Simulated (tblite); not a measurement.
Start geometry of `o1c(C[O])nc(OC)n1` [radical] from a force field or distance geometry (Å):
```
atom  x, y, z in Å
C1    -2.642    0.165   -0.603
O2    -2.155   -0.900    0.198
C3    -0.752   -0.859    0.442
N4    -0.006   -1.690    1.135
O5     1.243   -1.282    1.110
C6     1.340   -0.187    0.389
C7     2.508    0.649    0.053
O8     3.163    0.276   -1.114
N9     0.092    0.091   -0.033
H10   -3.722    0.044   -0.839
H11   -1.997    0.180   -1.500
H12   -2.414    1.085   -0.025
H13    2.097    1.680   -0.128
H14    3.245    0.747    0.891
```

Question: What comes out of this run: GFN2-xTB geometry optimisation, gas phase in tblite?

Answer: 
```
atom  x, y, z in Å
C1    -2.623    0.239   -0.377
O2    -1.996   -0.948    0.084
C3    -0.693   -0.892    0.208
N4     0.026   -1.915    0.627
O5     1.301   -1.460    0.622
C6     1.276   -0.200    0.205
C7     2.513    0.633    0.076
O8     3.663    0.097    0.361
N9     0.064    0.208   -0.067
H10   -3.691    0.036   -0.352
H11   -2.304    0.472   -1.396
H12   -2.379    1.083    0.272
H13    2.505    1.076   -0.955
H14    2.337    1.570    0.669
```

The energy falls by 0.899 eV over 107 L-BFGS steps, the largest force on an atom goes from 3.53 to 0.008 eV/Å, and the atoms move by 0.679 Å rms after alignment. The bond that changes most is O2–C3 (ends: oxygen bonded to 2 C; carbon bonded to 2 N and O), which shortens by 0.115 Å. Bonds longer at the end by more than 0.005 Å: 4 of 14; shorter: 6. Among the angles that change most is O5–C6–C7, from 130.9° to 122.6°. Among the dihedrals that turn most is O5–C6–C7–O8, from 90° to 1°. Rotational constants go from 3694, 1014, 837.1 to 4979, 977.9, 825.6 MHz. The orientation of the end geometry is arbitrary; only internal coordinates are fixed.

Its GFN2-xTB frequencies are all real (lowest 36 cm⁻¹).

One conformer stands for the species.

The numbers are calculated, not measured.
